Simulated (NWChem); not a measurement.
C₃H₇O cation; SMILES CC(C)=[OH+]

Question: Give the equilibrium geometry at PBE0/def2-SVP (NWChem) as a list of bonds and angles, with the point group.

Answer: point group C1; any orientation.
Bonds (Å): C1–C2 1.463, C1–H5 1.099, C1–H6 1.109, C1–H7 1.097, C2–C3 1.468, C2–O4 1.271, C3–H8 1.099, C3–H9 1.108, C3–H10 1.101, O4–H11 0.977. Angles (°): C2–C1–H5 111.4, C2–C1–H6 106.5, C2–C1–H7 111.8, H5–C1–H6 106.2, H5–C1–H7 112.3, H6–C1–H7 108.2, C1–C2–C3 122.6, C1–C2–O4 116.0, C3–C2–O4 121.4, C2–C3–H8 113.6, C2–C3–H9 107.0, C2–C3–H10 110.6, H8–C3–H9 108.8, H8–C3–H10 110.8, H9–C3–H10 105.7, C2–O4–H11 114.4.
